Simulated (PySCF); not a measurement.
C₂H₈BNO, SMILES B(C)(OC)N. Atoms are numbered in the order given.

```xyz
13

B      0.0477     0.4821     0.0000
C     -0.6778     1.8908     0.0000
H     -1.3389     1.9837    -0.8872
H     -1.3389     1.9837     0.8872
H      0.0168     2.7545     0.0000
O     -0.7688    -0.6382     0.0000
C     -0.2282    -1.9381     0.0000
H      0.3988    -2.1356    -0.9017
H     -1.0602    -2.6713     0.0000
H      0.3988    -2.1356     0.9017
N      1.4618     0.3631     0.0000
H      1.9687    -0.5209     0.0000
H      2.0704     1.1792     0.0000
```

The structure is a stationary point at PBE-D3(BJ)/def2-SVP. The values are those of a single conformer.

Two levels are set side by side: PBE/pcSseg-1 (PySCF) and B3LYP/pcSseg-1 (PySCF). GIAO shifts against BF3 (¹¹B), H2O (¹⁷O), NH3 (¹⁵N), TMS (¹H), TMS (¹³C) at the same level; non-relativistic, no solvent, atoms listed together averaged. Differences are taken from unrounded values.

```json
[
 {"quantity": "δ(¹¹B) of B1 (ppm)", "B3LYP": "21.0", "PBE": "19.0", "PBE minus B3LYP": "-2.0"},
 {"quantity": "δ(¹³C) of C2 (ppm)", "B3LYP": "3.8", "PBE": "3.3", "PBE minus B3LYP": "-0.5"},
 {"quantity": "δ(¹⁷O) of O6 (ppm)", "B3LYP": "94.9", "PBE": "104.6", "PBE minus B3LYP": "9.7"},
 {"quantity": "δ(¹³C) of C7 (ppm)", "B3LYP": "56.0", "PBE": "56.4", "PBE minus B3LYP": "0.4"},
 {"quantity": "δ(¹⁵N) of N11 (ppm)", "B3LYP": "78.9", "PBE": "82.5", "PBE minus B3LYP": "3.6"}
]
```

Rough cost on one machine, each run with all the roots and properties that it gave: B3LYP against PBE within a factor of 2.
